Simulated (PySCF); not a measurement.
C₂H₉FOSi₂, SMILES OC[Si@H](F)C[SiH3].

Geometry: B3LYP-D3(BJ)/def2-SVP. The structure was generated by enumeration; whether it is a known compound was not checked. The values are those of a single conformer.

Level of theory: TDA-PBE0/def2-SVPD in PySCF.

Vertical excitations. Gas-phase values at a fixed geometry.

```
state  energy (eV)  λ (nm)      f                                                            main pairs
-----  -----------  ------  -----  --------------------------------------------------------------------
S1            6.32     196  0.018                                                        HOMO→LUMO 89 %
S2            6.91     180  0.002                                    HOMO→LUMO+1 73 %, HOMO→LUMO+2 16 %
S3            7.09     175  0.007                                    HOMO→LUMO+2 64 %, HOMO→LUMO+1 22 %
S4            7.70     161  0.001                                    HOMO→LUMO+3 73 %, HOMO→LUMO+2 11 %
S5            7.73     160  0.013                                                      HOMO−1→LUMO 87 %
S6            7.86     158  0.006                                                      HOMO→LUMO+4 79 %
T1            5.93     209      0                                                        HOMO→LUMO 83 %
T2            6.75     184      0  HOMO→LUMO+2 59 %, HOMO→LUMO+1 14 %, HOMO→LUMO+3 10 %, HOMO→LUMO 10 %
```
Triplets are in the Tamm–Dancoff approximation.
